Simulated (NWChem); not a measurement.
**iodine monochloride (ClI)**

SMILES: ClI
```xyz
2

Cl     0.0000     0.0000     1.8075
I      0.0000     0.0000    -0.5798
```
Charge 0, spin multiplicity 1.

The numbers come from NWChem runs, not from measurements. Structure: optimised with B3LYP/def2-SVP with def2 effective core potentials on I, a minimum by its harmonic frequencies.

Symmetry labels belong to the abelian group C2v used in the runs, with the axes of the coordinates shown; states degenerate in a higher group split over its labels.

Effective core potentials replace the inner electrons of I; spin-orbit coupling is left out.

Task: List the lowest 4 singlet excitations that TD-CAM-B3LYP/def2-SVPD with def2 effective core potentials on I gives, with oscillator strengths.

Result: 
```json
[
 {"state": "1", "symmetry": "b1", "energy (eV)": "2.36", "wavelength (nm)": "525", "f": "0.001"},
 {"state": "2", "symmetry": "b2", "energy (eV)": "2.36", "wavelength (nm)": "525", "f": "0.001"},
 {"state": "3", "symmetry": "b1", "energy (eV)": "4.68", "wavelength (nm)": "265", "f": "0.001"},
 {"state": "4", "symmetry": "b2", "energy (eV)": "4.68", "wavelength (nm)": "265", "f": "0.001"}
]
```
